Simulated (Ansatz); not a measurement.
AlH6OPSi (`[OH][AlH][SiH2]P`), relaxed with RKS PBE0-D4/def2-TZVP in Ansatz from a PBE-D4/def2-SVP geometry. The force threshold is 0.005 eV/Å; the program also tests the step.

The species carries charge 0 and has multiplicity 1.

Start:

```xyz
10

O     1.279    1.624   -1.087
Al   -0.309    1.410   -0.446
Si   -0.420   -0.373    1.217
P     0.156   -2.392    0.273
H     1.487    2.257   -1.793
H    -1.511    2.288   -1.046
H     0.538   -0.175    2.366
H    -1.792   -0.564    1.815
H     1.288   -1.842   -0.433
H    -0.717   -2.231   -0.866
```

Q: How much energy does the relaxation release, and in how many steps? (Estimate.)

A: The calculation gave: 0.04 eV, in 32 steps, 4 of them rejected.

Q: Which bonds change most? (Best estimate.)

A: Computed: O1–Al2 from 1.726 to 1.698 Å; Si3–P4 from 2.302 to 2.276 Å; P4–H10 from 1.444 to 1.422 Å; P4–H9 from 1.443 to 1.422 Å.

Q: Give the relaxed structure. (Estimate.)

A: The calculation gave: 
```xyz
10

O     1.297    2.010   -0.837
Al   -0.233    1.338   -0.537
Si   -0.315   -0.366    1.202
P    -0.023   -2.432    0.294
H     1.470    2.634   -1.540
H    -1.459    1.750   -1.462
H     0.738   -0.225    2.247
H    -1.633   -0.425    1.900
H     1.100   -2.059   -0.494
H    -0.942   -2.225   -0.772
```
